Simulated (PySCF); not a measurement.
Compound: C₄H₁₀Ge.
SMILES: `C[C@@H]1C[C@H]1[GeH3]`

Theory: TDDFT B3LYP/def2-SVPD, vertical, gas phase, core orbitals frozen in the response (PySCF 2.14.0, density-fitted response routines). Isolated species at its PBE0-D3(BJ)/def2-SVP geometry, gas phase. The B3LYP/def2-SVPD calculation is non-relativistic and has no spin–orbit coupling, an omission that weighs most on germanium.

```tsv
state	λ (nm)	E (eV)	f	main configurations (H = HOMO, L = LUMO)
S1	176.0	7.05	0.0070	H→L (95%)
S2	168.4	7.36	0.015	H-1→L (95%)
S3	165.8	7.48	0.091	H→L+1 (88%)
S4	163.3	7.59	0.0066	H→L+2 (77%), H→L+3 (18%)
S5	160.7	7.72	0.016	H-1→L+1 (44%), H→L+3 (39%), H→L+2 (8%)
S6	159.6	7.77	0.050	H-1→L+1 (45%), H→L+3 (31%), H→L+2 (10%)
S7	158.3	7.83	0.0018	H→L+4 (90%)
S8	156.2	7.94	0.051	H-1→L+2 (83%)
S9	153.9	8.06	0.011	H-1→L+3 (83%)
S10	152.9	8.11	0.0054	H→L+5 (87%)
```

Triplets (Tamm–Dancoff): T1 6.91 eV, H→L (86%), H→L+1 (10%); T2 7.18 eV, H-1→L (49%), H→L+1 (33%); T3 7.19 eV, H→L+1 (40%), H-1→L (40%); T4 7.42 eV, H→L+2 (45%), H-1→L+1 (27%), H→L+3 (8%).

The lowest singlet lies at 7.05 eV (176 nm, vacuum ultraviolet) and is weak; its leading configuration is HOMO→LUMO (95%). The most intense listed level is S3 at 7.48 eV (166 nm, f = 0.091), 0.43 eV above S1. Löwdin shares by element: HOMO carbon 63% or more, germanium 11% (atoms not listed hold the other 27%); LUMO germanium 44%, hydrogen 26% or more (atoms not listed hold the other 30%). Weighted by f, the mean energy of these states is 7.67 eV. The oscillator strengths of these states sum to 0.255; summed over the whole spectrum of an exact calculation they would give the number of electrons, 66 (Thomas–Reiche–Kuhn). Of the 10 states listed, 6 reach f = 0.01 and none stays under 0.0005. No computed singlet lies in the visible range (380 to 750 nm); the lowest, at 176 nm, stands 3.78 eV above its violet end (3.26 eV). All these states lie below the vertical ionisation energy of 9.71 eV (ΔSCF). Only the lowest 10 singlets were computed, as vertical energies without vibronic structure.

Hardware: one thread, Arm Neoverse V2 (aarch64), shared host with 96 logical CPUs at a one-minute load of 27. Cost: 3.0 min of wall time, 0.94 GiB resident at most.

Without π bonds the low states are Rydberg-like; a valence basis with one diffuse set may place them up to an eV too high.
